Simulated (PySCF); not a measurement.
WOF3, SMILES [F][W+]([F])([F])=[O], charge +1, multiplicity 1.

Geometry optimised at B3LYP-D3(BJ)/def2-SVP. The spin state was assumed, not searched. The isomer is the one that the SMILES or the coordinates give; other isomers of the formula were not compared. The def2 effective core potentials stand for the cores of W; spin–orbit coupling is left out.

Calculation: PBE/def2-TZVP (PySCF).

Isolated molecule, no solvent.

The total energy is -441.61496 hartree, the point group comes out as C3v and the highest occupied level comes out as -16.50 eV. The lowest empty level is -10.86 eV, the orbital gap is 5.64 eV and the dipole moment about the centre of nuclear charge is 0.98 D. The mean static polarisability comes out as 34.4 bohr³ (5.09 Å³) and the polarisability, principal values is 33.4, 33.4, 36.2 bohr³.
